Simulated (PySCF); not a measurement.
Isomers of C5H13OPSi, from PBE0-D3(BJ)/def2-SVP geometry optimisation, gas phase (PySCF). One conformer each, no zero-point energy, no frequencies.

Question: Which isomer lies lower at this level?
A. `[SiH3:1][CH2:2][P:3]1[CH2:4][CH2:5][O:6][CH2:7][CH2:8]1` with Si1–C2–P3–C4 -171°, C2–P3–C4–C5 156°, P3–C4–C5–O6 -64°, C4–C5–O6–C7 67°, C5–O6–C7–C8 -66°: A = 3263, B = 758.6, C = 664.8 MHz, dipole 0.85 D
B. `[CH3:1][SiH2:2][P:3]1[CH2:4][CH2:5][O:6][CH2:7][CH2:8]1` with C1–Si2–P3–C4 168°, Si2–P3–C4–C5 -153°, P3–C4–C5–O6 63°, C4–C5–O6–C7 -68°, C5–O6–C7–C8 68°: A = 2954, B = 826.8, C = 720.3 MHz, dipole 0.92 D

Answer: B. That is `C[SiH2]P1CCOCC1`, 9.8 kcal/mol below the other.

| SMILES | mapped SMILES | E (Eh) | relative (kcal/mol) | relative (kJ/mol) | dipole (D) |
| --- | --- | --- | --- | --- | --- |
| C[SiH2]P1CCOCC1 | [CH3:1][SiH2:2][P:3]1[CH2:4][CH2:5][O:6][CH2:7][CH2:8]1 | -903.48273 | 0.0 | 0.0 | 0.92 |
| [SiH3]CP1CCOCC1 | [SiH3:1][CH2:2][P:3]1[CH2:4][CH2:5][O:6][CH2:7][CH2:8]1 | -903.46709 | 9.8 | 41.1 | 0.85 |
